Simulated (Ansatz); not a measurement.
Gas-phase electronic energies from Ansatz, PBE0-D4/def2-TZVP geometries. CBS: MP2 limit from def2 TZ/QZ plus the TZ coupled-cluster correction, frozen cores. DFT in def2-TZVPP. Each species was taken in one conformer, which may not be the lowest.

`C=C[SiH2]BC` + `N[Si](O)([SiH3])Cl` → `C=C[SiH2]BN` + `C[Si](O)([SiH3])Cl`  (redistribution)

| level | ΔE (kJ/mol) |
| --- | --- |
| r2SCAN-D4 | -84.2 |
| PBE | -91.2 |

Task: What does CCSD(T)/CBS give? (Estimate.)

Result: The calculation gave: -84.1 kJ/mol. The listed levels differ from it by -0.1, -7.1 kJ/mol.

Largest T1 diagnostic among the species: 0.013.

In def2-TZVPP, CCSD(T) changes the Hartree–Fock value by −12.6 kJ/mol (the triples alone add −2.6 kJ/mol) and MP2 by −12.9 kJ/mol. From PBE to PBE0 (25 % exact exchange), in def2-TZVPP and without D4, ΔE moves by +3.5 kJ/mol.

CCSD(T)/CBS has its own doubt, a few kJ/mol and more with outer-core shells, so smaller differences from it don't rank the levels.
